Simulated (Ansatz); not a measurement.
Stepwise reaction of `C[Si](O)(O)Cl` with hydrogen, as a gas-phase model of exchange steps in deposition or etching. ΔE in kJ/mol; ΔG adds harmonic PBE0-D4 terms to CCSD(T)/CBS, at 1 bar.

Calculated with Ansatz (gas phase, PBE0-D4/def2-TZVP geometries, no zero-point term in ΔE). CCSD(T)/CBS adds triple-zeta CCSD(T) − MP2 to the extrapolated MP2 energy (def2 sets, frozen cores). This one scheme is used for every species. DFT in def2-TZVPP. B3LYP here is the variant with VWN-RPA as its local correlation; programs differ in this. One conformer a species, not always the lowest.

```
step                                    reaction  PBE-D4  B3LYP-D4  ωB97M-V  CCSD(T)/CBS  ΔG(600 K)
   1  `C[Si](O)(O)Cl` + H₂ → `C[SiH](O)Cl` + H₂O    94.7     100.9    101.9         97.4       93.0
   2      `C[SiH](O)Cl` + H₂ → `C[SiH2]Cl` + H₂O    81.8      87.4     88.2         84.5       80.5
```

(1) By hand: ΔE of the 2 steps together at CCSD(T)/CBS.

Answers

(1) (97.4) + (84.5) = 181.9 kJ/mol, or 91.0 kJ/mol a step.

In ΔE each step is lower than the one before. All are uphill at CCSD(T)/CBS. ΔG lies between 80.5 and 93.0 kJ/mol a step. PBE-D4 differs from CCSD(T)/CBS by -2.7 to -2.7 kJ/mol a step. Only this route is followed, and other bonds may react first. Isolated molecules leave out the surface, adducts and barriers. Largest T1 diagnostic: 0.010.
